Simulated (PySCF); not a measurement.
C₃H₃, charge +1. Atoms are numbered in the order given.

```xyz
6

C      0.7895     0.0000     0.0000
C     -0.3948     0.6838     0.0000
C     -0.3948    -0.6838     0.0000
H      1.8794     0.0000     0.0000
H     -0.9397     1.6276     0.0000
H     -0.9397    -1.6276     0.0000
```
Charge +1, spin multiplicity 1.

Geometry: PBE-D3(BJ)/def2-TZVP.

The numbers are results of TDDFT-PBE/def2-SVPD in PySCF 2.14.0, not measurements.

Vertical excitations; the highest root listed may be one member of a degenerate set. The molecule is in vacuum. State labels are in the subgroup C2v.

### Question
Give excitation energies, oscillator strengths and character. (An estimate is asked for; the answer gives what the named calculation found.)

### Answer

```tsv
state	symmetry	energy (eV)	λ (nm)	f	main pairs
S1	A2	7.09	175	0.000	HOMO−1→LUMO 50 %, HOMO→LUMO+1 50 %
S2	B2	7.23	171	0.000	HOMO→LUMO, HOMO−1→LUMO+1 (degenerate set)
S3	A2	7.23	171	0.000	HOMO→LUMO+1, HOMO−1→LUMO (degenerate set)
S4	B2	7.24	171	0.000	HOMO−1→LUMO+1 50 %, HOMO→LUMO 50 %
S5	B1	9.57	130	0.105	HOMO−2→LUMO (degenerate set)
S6	A1	9.57	130	0.105	HOMO−2→LUMO+1 (degenerate set)
S7	A2	11.30	110	0.000	HOMO−3→LUMO (degenerate set)
S8	B2	11.30	110	0.000	HOMO−3→LUMO+1 (degenerate set)
S9	B1	12.04	103	0.000	HOMO→LUMO+3 50 %, HOMO−1→LUMO+2 50 %
S10	A1	12.13	102	0.000	HOMO→LUMO+2 52 %, HOMO−1→LUMO+3 47 %
T1	A2	6.48	191	0	HOMO−1→LUMO 50 %, HOMO→LUMO+1 50 %
T2	B2	6.61	188	0	HOMO→LUMO, HOMO−1→LUMO+1 (degenerate set)
T3	A2	6.61	188	0	HOMO→LUMO+1, HOMO−1→LUMO (degenerate set)
T4	B2	6.71	185	0	HOMO−1→LUMO+1 50 %, HOMO→LUMO 50 %
```
Triplets are in the Tamm–Dancoff approximation, which puts them higher than full response would, so one can lie above its singlet here.
